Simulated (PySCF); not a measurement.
## Unknown compound

Molecular formula: C4H12Si2. Simulated spectra:

1H NMR (300 MHz, computed): δ 6.05 (br s, 1H), 5.73 (br s, 1H), 4.53 (t, 2H), 3.90 (t, 3H), 1.99 (s, 3H), -0.12 (m, 2H).

13C{1H} NMR (computed): δ 150.5 (C), 136.1 (CH2), 26.8 (CH3), -13.6 (CH2).

[PySCF 2.14.0 with density-fitted response routines: NMR shieldings at PBE0/pcSseg-1/GIAO; structure optimised with GFN2-xTB; equivalent nuclei averaged; one conformer; in vacuum; non-relativistic Hamiltonian]

Shifts are taken against calculated references (same method and geometry level): 1H (31.72 ppm), 13C (186.93 ppm) against TMS.

Choose the structure that fits.
A. C=C[SiH2][C@H](C)[SiH3]
B. [SiH3][SiH2]C1CCC1
C. C=C(C)[SiH2]C[SiH3]

Results:

C. 

Rings plus π bonds: 1 (no ring in the answer). 4 carbon signals for 4 carbons: no two carbons are equivalent. Carbon types of the structure: 1 × C, 2 × CH2, 1 × CH3, leaving 5 H on heteroatoms. δC 150.5: fully substituted alkene carbon; the olefinic region. δC 136.1: terminal =CH2 carbon; the olefinic region. δC -13.6: sp3 CH2 bonded to 2 Si; an electropositive neighbour leaves it electron-rich and shielded. δH 6.05, 5.73: hydrogen on a terminal =CH2 carbon; olefinic region. δH -0.12: hydrogen on an sp3 CH2 bonded to 2 Si; an electropositive neighbour shields it, as in TMS itself.

The others: C=C[SiH2][C@H](C)[SiH3] would give 8 signals for carbon-bound and other non-exchanging H, not 6; [SiH3][SiH2]C1CCC1 would give 3 carbon signals, not 4.

Shifts are as computed. Against solution values, carbons near 30 ppm lie about +3 ppm off and those near 130 ppm about +5 ppm. Of 1211 compounds with measured shifts, 218 miss one by over three times the rms of a fit or turn the order of signals round; such compounds aren't used in these exercises. No couplings were computed; multiplicities are counted from neighbouring protons, with m where these are inequivalent, close in shift, in a saturated or five-membered ring or joined by F or P, and br s for small geminal =CH2 splittings.
